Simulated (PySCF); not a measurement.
Dipole response of O⁻ (oxygen, charge -1)

[He] 2s2 2p5, 2P determinant. All numbers are calculated (PySCF 2.14, no relativity, point nucleus, in aug-cc-pwCVDZ). Coupled (time-dependent) response in atomic units; α is the mean over directions. A double-zeta set is small for polarisabilities.

| method | mean α (bohr³) | α xx, yy, zz | C₆ (like pair) | S(−4) |
| --- | --- | --- | --- | --- |
| UHF | 9.553 | 6.459, 11.10, 11.10 | 37.27 | 71.92 |

S(−4) is the Cauchy moment in α(ω) = α(0) + S(−4) ω² + …

α(iu) at UHF:

```json
{"u (hartree)": "0", "α(iu) (bohr³)": "9.553"}
{"u (hartree)": "0.0500", "α(iu) (bohr³)": "9.379"}
{"u (hartree)": "0.100", "α(iu) (bohr³)": "8.918"}
{"u (hartree)": "0.200", "α(iu) (bohr³)": "7.656"}
{"u (hartree)": "0.300", "α(iu) (bohr³)": "6.494"}
{"u (hartree)": "0.500", "α(iu) (bohr³)": "4.893"}
{"u (hartree)": "0.750", "α(iu) (bohr³)": "3.668"}
{"u (hartree)": "1.00", "α(iu) (bohr³)": "2.838"}
{"u (hartree)": "1.50", "α(iu) (bohr³)": "1.787"}
{"u (hartree)": "2.00", "α(iu) (bohr³)": "1.196"}
{"u (hartree)": "3.00", "α(iu) (bohr³)": "0.6253"}
{"u (hartree)": "5.00", "α(iu) (bohr³)": "0.2532"}
```

A single London oscillator, α(iu) = α/(1 + u²/ω²), gives C₆ = (3/4) ω α². Matching the computed C₆ needs ω = 4 × 37.27 / (3 × 9.553²) = 0.545 hartree.

For an ion, C₆ is the dispersion term alone; charge-induced terms of lower order in 1/R come first.

The components differ because the open shell of this determinant is not spherical; for a pure term their mean is the scalar polarisability.
